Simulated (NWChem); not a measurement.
System: disiloxane (Si₂H₆O); SMILES O([SiH3])[SiH3]

Input file for NWChem:

```
start job
memory heap 200 mb stack 900 mb global 1100 mb
geometry units angstroms noautoz
  Si     0.016046     1.581355    -0.046445
  O      0.283578     0.001540     0.437253
  Si     0.024539    -1.581128    -0.041722
  H     -1.459344     1.846920    -0.191426
  H      0.588179     2.488313     1.002329
  H      0.688807     1.850856    -1.366703
  H      0.698746    -1.850954    -1.361176
  H     -1.449402    -1.855046    -0.185899
  H      0.601527    -2.481861     1.009754
end
basis spherical
  * library pcseg-1
end
dft
  xc xpbe96 cpbe96
  iterations 150
  vectors input atomic output neutral.movecs
end
task dft energy
charge 1
dft
  odft
  mult 2
  vectors input atomic output cation.movecs
end
task dft energy
```

Excerpt of the output:

```
             Northwest Computational Chemistry Package (NWChem) 7.3.0
             --------------------------------------------------------

 C2V symmetry detected

                             Geometry "geometry" -> ""
                             -------------------------

 Output coordinates in angstroms (scale by  1.889725989 to convert to a.u.)

  No.       Tag          Charge          X              Y              Z
 ---- ---------------- ---------- -------------- -------------- --------------
    1 Si                  14.0000    -1.58124897     0.00000000    -0.08201525
    2 O                    8.0000     0.00000000     0.00000000     0.46662500
    3 Si                  14.0000     1.58124897     0.00000000    -0.08201525
    4 H                    1.0000    -1.85095274    -1.22432005    -0.91665296
    5 H                    1.0000    -2.48509873     0.00000000     1.11501940
    6 H                    1.0000    -1.85095274     1.22432005    -0.91665296
    7 H                    1.0000     1.85095274     1.22432005    -0.91665296
    8 H                    1.0000     1.85095274    -1.22432005    -0.91665296
    9 H                    1.0000     2.48509873     0.00000000     1.11501940

 Effective nuclear repulsion energy (a.u.)     156.7202675550

      Symmetry information
      --------------------

 Group name             C2v
 Group number             16
 Group order               4
 No. of unique centers     4

  pbe96 is a nonlocal functional; adding pw91lda local functional.

                                 NWChem DFT Module
                                 -----------------

 Summary of "ao basis" -> "ao basis" (spherical)
 ------------------------------------------------------------------------------
       Tag                 Description            Shells   Functions and Types
 ---------------- ------------------------------  ------  ---------------------
 Si                         pcseg-1                  8       18   4s3p1d
 O                          pcseg-1                  6       14   3s2p1d
 H                          pcseg-1                  3        5   2s1p

      Symmetry analysis of basis
      --------------------------

        a1         29
        a2         12
        b1         25
        b2         14

            General Information
            -------------------
          SCF calculation type: DFT
          Wavefunction type:  closed shell.
          No. of atoms     :     9
          No. of electrons :    42
           Alpha electrons :    21
            Beta electrons :    21
          Charge           :     0
          Spin multiplicity:     1
          Use of symmetry is: on ; symmetry adaption is: on
          Maximum number of iterations: 150
          AO basis - number of functions:    80
                     number of shells:    40
          Convergence on energy requested:  1.00D-06
          Convergence on density requested:  1.00D-05
          Convergence on gradient requested:  5.00D-04

              XC Information
              --------------
          PerdewBurkeErnzerhof Exchange Functional  1.000
            Perdew 1991 LDA Correlation Functional  1.000 local
           PerdewBurkeErnz. Correlation Functional  1.000 non-local

             Grid Information
             ----------------
          Grid used for XC integration:  medium
          Radial quadrature: Mura-Knowles
          Angular quadrature: Lebedev.
          Tag              B.-S. Rad. Rad. Pts. Rad. Cut. Ang. Pts.
          ---              ---------- --------- --------- ---------
          Si                  1.10       88          12.0       590
          O                   0.60       49           8.0       434
          H                   0.35       45          13.0       434
          Grid pruning is: on
          Number of quadrature shells:   227
          Spatial weights used:  Erf1

      Superposition of Atomic Density Guess
      -------------------------------------

 Sum of atomic energies:        -655.34333214

      Non-variational initial energy
      ------------------------------

 Total energy =    -656.227731
 1-e energy   =   -1218.611970
 2-e energy   =     405.663971
 HOMO         =      -0.388073
 LUMO         =      -0.004076

      Symmetry analysis of molecular orbitals - initial
      -------------------------------------------------

  Numbering of irreducible representations:

     1 a1          2 a2          3 b1          4 b2

  Orbital symmetries:

     1 b1          2 a1          3 a1          4 b1          5 a1
     6 b1          7 a1          8 a1          9 b1         10 b2
    11 a2         12 a1         13 b1         14 a1         15 b1
    16 b2         17 a1         18 b1         19 a2         20 a1
    21 b2         22 a1         23 b1         24 a1         25 a2
    26 a1         27 b2         28 b1         29 b1         30 a1
    31 b2

   convergence    iter        energy       DeltaE   RMS-Dens  Diis-err
 ---------------- ----- ----------------- --------- --------- ---------
 d= 0,ls=0.0,diis     1   -657.3700378903 -8.14D+02  2.02D-02  5.97D-01
 d= 0,ls=0.0,diis     2   -657.1637726485  2.06D-01  1.44D-02  2.71D+00
 d= 0,ls=0.0,diis     3   -657.4316227277 -2.68D-01  2.96D-03  3.83D-02
 d= 0,ls=0.0,diis     4   -657.4356488923 -4.03D-03  1.02D-03  3.31D-03
 d= 0,ls=0.0,diis     5   -657.4362650979 -6.16D-04  1.21D-04  4.30D-05
  Resetting Diis
 d= 0,ls=0.0,diis     6   -657.4362733247 -8.23D-06  2.10D-05  1.90D-06
 d= 0,ls=0.0,diis     7   -657.4362736828 -3.58D-07  6.21D-06  3.92D-08

         Total DFT energy =     -657.436273682846
      One electron energy =    -1221.416047371092
           Coulomb energy =      459.504091435854
    Exchange-Corr. energy =      -52.244585302597
 Nuclear repulsion energy =      156.720267554990

 Numeric. integr. density =       42.000015948511

                  Occupations of the irreducible representations
                  ----------------------------------------------

                     irrep           alpha         beta
                     --------     --------     --------
                     a1                9.0          9.0
                     a2                2.0          2.0
                     b1                7.0          7.0
                     b2                3.0          3.0

                       DFT Final Molecular Orbital Analysis
                       ------------------------------------

 Vector   19  Occ=2.000000D+00  E=-3.090796D-01  Symmetry=b1
              MO Center=  3.2D-14,  1.2D-12,  3.7D-01, r^2= 6.4D+00
   Bfn.  Coefficient  Atom+Function         Bfn.  Coefficient  Atom+Function
  ----- ------------  ---------------      ----- ------------  ---------------
    10      0.287735  1 Si pz                42     -0.287735  3 Si pz
    56      0.284955  5 H  s                 76     -0.284955  9 H  s
    57      0.163716  5 H  s                 77     -0.163716  9 H  s
     8     -0.140638  1 Si px                40     -0.140638  3 Si px
    51     -0.124365  4 H  s                 61     -0.124365  6 H  s

 Vector   20  Occ=2.000000D+00  E=-2.712048D-01  Symmetry=a1
              MO Center= -3.3D-14,  2.9D-14,  2.9D-01, r^2= 4.3D+00
   Bfn.  Coefficient  Atom+Function         Bfn.  Coefficient  Atom+Function
  ----- ------------  ---------------      ----- ------------  ---------------
    24      0.436678  2 O  pz                27      0.346663  2 O  pz
    56     -0.214078  5 H  s                 76     -0.214078  9 H  s
    10     -0.189154  1 Si pz                42     -0.189154  3 Si pz
    57     -0.172938  5 H  s                 77     -0.172938  9 H  s
    51      0.131629  4 H  s                 61      0.131629  6 H  s

 Vector   21  Occ=2.000000D+00  E=-2.647305D-01  Symmetry=b2
              MO Center= -2.8D-14, -2.6D-14, -2.1D-01, r^2= 3.7D+00
   Bfn.  Coefficient  Atom+Function         Bfn.  Coefficient  Atom+Function
  ----- ------------  ---------------      ----- ------------  ---------------
    23      0.464132  2 O  py                26      0.374173  2 O  py
    51      0.196596  4 H  s                 61     -0.196596  6 H  s
    66     -0.196596  7 H  s                 71      0.196596  8 H  s
    52      0.175031  4 H  s                 62     -0.175031  6 H  s
    67     -0.175031  7 H  s                 72      0.175031  8 H  s

 Vector   22  Occ=0.000000D+00  E=-3.942035D-02  Symmetry=a1
              MO Center=  7.2D-14,  5.4D-16, -1.3D-01, r^2= 6.5D+00
   Bfn.  Coefficient  Atom+Function         Bfn.  Coefficient  Atom+Function
  ----- ------------  ---------------      ----- ------------  ---------------
    21     -0.592261  2 O  s                 11      0.587561  1 Si px
    43     -0.587561  3 Si px                 4     -0.399292  1 Si s
    36     -0.399292  3 Si s                  8      0.325189  1 Si px
    40     -0.325189  3 Si px                57      0.300139  5 H  s
    77      0.300139  9 H  s                 52      0.175737  4 H  s

 Vector   23  Occ=0.000000D+00  E= 1.267830D-02  Symmetry=b1
              MO Center= -6.3D-14,  1.4D-16, -2.7D-01, r^2= 1.0D+01
   Bfn.  Coefficient  Atom+Function         Bfn.  Coefficient  Atom+Function
  ----- ------------  ---------------      ----- ------------  ---------------
    11      1.156508  1 Si px                43      1.156508  3 Si px
    57      0.330147  5 H  s                 77     -0.330147  9 H  s
    25      0.309426  2 O  px                 8      0.249119  1 Si px
    40      0.249119  3 Si px                22      0.231876  2 O  px
    13      0.200205  1 Si pz                45     -0.200205  3 Si pz

 Vector   24  Occ=0.000000D+00  E= 2.356248D-02  Symmetry=a1
              MO Center=  8.9D-14,  1.0D-14, -2.8D-01, r^2= 6.8D+00
   Bfn.  Coefficient  Atom+Function         Bfn.  Coefficient  Atom+Function
  ----- ------------  ---------------      ----- ------------  ---------------
    57      1.052151  5 H  s                 77      1.052151  9 H  s
    13     -0.794143  1 Si pz                45     -0.794143  3 Si pz
     4     -0.473487  1 Si s                 36     -0.473487  3 Si s
     3     -0.348420  1 Si s                 35     -0.348420  3 Si s
    11      0.307575  1 Si px                43     -0.307575  3 Si px

     Multipole analysis of the density
     ---------------------------------

     L   x y z        total         alpha         beta         nuclear
     -   - - -        -----         -----         ----         -------
     0   0 0 0     -0.000000    -21.000000    -21.000000     42.000000

     1   1 0 0      0.000000      0.000000      0.000000      0.000000
     1   0 1 0      0.000000      0.000000      0.000000      0.000000
     1   0 0 1     -0.227662     -0.113831     -0.113831      0.000000

     2   2 0 0    -24.706996   -183.881158   -183.881158    343.055321
     2   1 1 0      0.000000      0.000000      0.000000      0.000000
     2   1 0 1      0.000000      0.000000      0.000000     -0.000000
     2   0 2 0    -26.941565    -24.176545    -24.176545     21.411524
     2   0 1 1      0.000000      0.000000      0.000000      0.000000
     2   0 0 2    -27.235939    -27.505482    -27.505482     27.775025

                                 NWChem DFT Module
                                 -----------------

      Symmetry analysis of basis
      --------------------------

        a1         29
        a2         12
        b1         25
        b2         14

            General Information
            -------------------
          SCF calculation type: DFT
          Wavefunction type:  spin polarized.
          No. of atoms     :     9
          No. of electrons :    41
           Alpha electrons :    21
            Beta electrons :    20
          Charge           :     1
          Spin multiplicity:     2
          Use of symmetry is: on ; symmetry adaption is: on
          Maximum number of iterations: 150
          AO basis - number of functions:    80
                     number of shells:    40
          Convergence on energy requested:  1.00D-06
          Convergence on density requested:  1.00D-05
          Convergence on gradient requested:  5.00D-04

              XC Information
              --------------
          PerdewBurkeErnzerhof Exchange Functional  1.000
            Perdew 1991 LDA Correlation Functional  1.000 local
           PerdewBurkeErnz. Correlation Functional  1.000 non-local

             Grid Information
             ----------------
          Grid used for XC integration:  medium
          Radial quadrature: Mura-Knowles
          Angular quadrature: Lebedev.
          Tag              B.-S. Rad. Rad. Pts. Rad. Cut. Ang. Pts.
          ---              ---------- --------- --------- ---------
          Si                  1.10       88          12.0       590
          O                   0.60       49           8.0       434
          H                   0.35       45          13.0       434
          Grid pruning is: on
          Number of quadrature shells:   227
          Spatial weights used:  Erf1

      Superposition of Atomic Density Guess
      -------------------------------------

 Sum of atomic energies:        -655.34333214

 Renormalizing density from      42.00 to     41

      Non-variational initial energy
      ------------------------------

 Total energy =    -646.300524
 1-e energy   =   -1189.597399
 2-e energy   =     386.576607
 HOMO         =      -0.648863
 LUMO         =      -0.269053

   Symmetry analysis of molecular orbitals - initial alpha
   -------------------------------------------------------

  Numbering of irreducible representations:

     1 a1          2 a2          3 b1          4 b2

  Orbital symmetries:

     1 b1          2 a1          3 a1          4 b1          5 a1
     6 b1          7 a1          8 a1          9 b1         10 b2
    11 a2         12 a1         13 b1         14 a1         15 b2
    16 a1         17 b1         18 a2         19 b1         20 a1
    21 b2         22 a1         23 b1         24 a1         25 a2
    26 a1         27 b1         28 b2         29 b1         30 a1
    31 b2

   Symmetry analysis of molecular orbitals - initial beta
   ------------------------------------------------------

  Numbering of irreducible representations:

     1 a1          2 a2          3 b1          4 b2

  Orbital symmetries:

     1 b1          2 a1          3 a1          4 b1          5 a1
     6 b1          7 a1          8 a1          9 b1         10 b2
    11 a2         12 a1         13 b1         14 a1         15 b2
    16 a1         17 b1         18 a2         19 b1         20 a1
    21 b2         22 a1         23 b1         24 a1         25 a2
    26 a1         27 b1         28 b2         29 b1         30 a1
    31 b2

[...]
```

Level: PBE/pcseg-1, vertical spin-unrestricted ions. Structure relaxed at the PBE-D3(BJ)/def2-SVP level.
